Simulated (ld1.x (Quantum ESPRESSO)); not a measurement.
# In: excitation energies, all-electron against TM

```json
{
 "Element": "In",
 "Generator": "ld1.x (Quantum ESPRESSO) 7.5",
 "Type": "norm-conserving Troullier–Martins (Kleinman–Bylander form)",
 "Functional": "BLYP",
 "Relativity": "scalar-relativistic",
 "Frozen core": "[Kr]",
 "Valence charge": "13",
 "Reference configuration": "4d10 5s2 5p1",
 "Partial waves": "5s (bound): rc 2.28 bohr; 5p (bound): rc 2.74 bohr; 4d (bound): rc 1.46 bohr",
 "Local potential": "all-electron potential smoothed inside 1.82 bohr (lloc = -1)",
 "Core correction": "Bessel-smoothed model core, default radius (core density twice the valence density)"
}
```

Energies are relative to the spin-unpolarised reference configuration 4d10 5s2 5p1; without spin polarisation the order of configurations can differ from experiment. Not all tests gave a result: 1 of 7 tests not solved or not reliable. Left out of the table: 4d9 5s2 5p2 (solver errors, printed error -1515 eV).

```
valence configuration  charge  ΔE all-electron (eV)  error AE − PS (meV)
         4d10 5s2 5p0      +1                 5.357                 -3.9
         4d10 5s1 5p0      +2                24.680                  -26
         4d10 5s0 5p0      +3                53.217                  -56
         4d10 5s1 5p2       0                 5.867                 -2.0
       4d10 5s2 5p0.5    +0.5                 1.923                 -0.7
       4d10 5s2 5p1.3    -0.3                -0.512                 +0.2
```

Note: ghost state, extra bound levels that the all-electron valence spectrum of the same l lacks: s at -16.9 eV. A true bound ghost makes a file unfit for plane-wave use.
